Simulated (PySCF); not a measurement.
# Does the structure fit the spectrum?

A compound C₉H₁₁N gives the data below (simulated from a calculation) and was assigned the structure `C#CC(C)(C)n1cccc1`.

¹³C{¹H} NMR (computed): δ 124.7 (C), 52.0 (C), 42.1 (CH2), 35.1 (CH), 34.5 (CH2), 29.9 (CH), 17.2 (CH), 16.8 (CH), 16.5 (CH3).

¹H NMR (600 MHz, computed): δ 2.83 (m, 1H), 2.33 (m, 1H), 2.24 (q, 1H), 2.09 (m, 1H), 2.09 (m, 1H), 1.73 (m, 1H), 1.64 (m, 1H), 1.60 (m, 1H), 1.18 (d, 3H).

- PBE0-D3(BJ)/def2-SVP structure
- PBE0/pcSseg-1 with gauge-including orbitals
- program: PySCF 2.14.0 with density-fitted response routines
- relativity neglected, rapidly exchanging positions averaged, one conformer, no solvent

References, each an isolated molecule treated in the same way: TMS for ¹H and ¹³C.

Problem. Compare with the shifts computed for the proposed structure, pairing carbons in order of shift.

Solution. Structure with atom numbers: `[CH:1]#[C:2][C:3]([CH3:4])([CH3:5])[n:6]1[cH:7][cH:8][cH:9][cH:10]1` (H(Xn): hydrogen on atom n).

```tsv
atom	computed for proposal	given list	difference
C7	120.7	124.7	-4.0
C10	120.7	52.0	+68.7
C8	114.0	42.1	+71.9
C9	114.0	35.1	+78.9
C2	89.8	34.5	+55.3
C1	81.3	29.9	+51.4
C3	53.2	17.2	+36.0
C4	34.4	16.8	+17.6
C5	34.4	16.5	+17.9
```

The rms difference is 51.4 ppm and the largest +78.9 ppm at C9 (aromatic CH). The proposal also would give 6 carbon signals, not 9. The carbon types in order of shift don't match either: CH, CH, CH, CH, C, CH, C, CH3, CH3 for the proposal against C, C, CH2, CH, CH2, CH, CH, CH, CH3 in the data. The proposal doesn't fit.

Problem. Which isomer fits?

Solution. SMILES C[C@@H](C#N)[C@]12C[C@@H]3[C@H](C1)[C@@H]32.

1. Carbon types of the structure: 2 × C, 4 × CH, 2 × CH2, 1 × CH3, which accounts for all hydrogens.
2. δC 124.7: nitrile carbon; typical of a nitrile.
3. δC 52.0: quaternary sp3 carbon in a ring; aliphatic region, no heteroatom directly attached.
4. δC 35.1, 17.2, 16.8: three-membered-ring carbon.
5. δC 16.5: methyl carbon; aliphatic region, no heteroatom directly attached.

Other isomers checked: c1ccc2c(c1)CCCN2 (rms 65.9 ppm); c1ccc(C2CCC2)nc1 (rms 66.8 ppm).

This is the structure that produced the data.

Shifts are as computed. Against solution values, carbons near 30 ppm lie about +2 ppm off and those near 130 ppm about +5 ppm. Of 1211 compounds with measured shifts, 218 miss one by over three times the rms of a fit or turn the order of signals round; such compounds aren't used in these exercises. No couplings were computed; multiplicities are counted from neighbouring protons, with m where these are inequivalent, close in shift, in a saturated or five-membered ring or joined by F or P, and br s for small geminal =CH2 splittings.
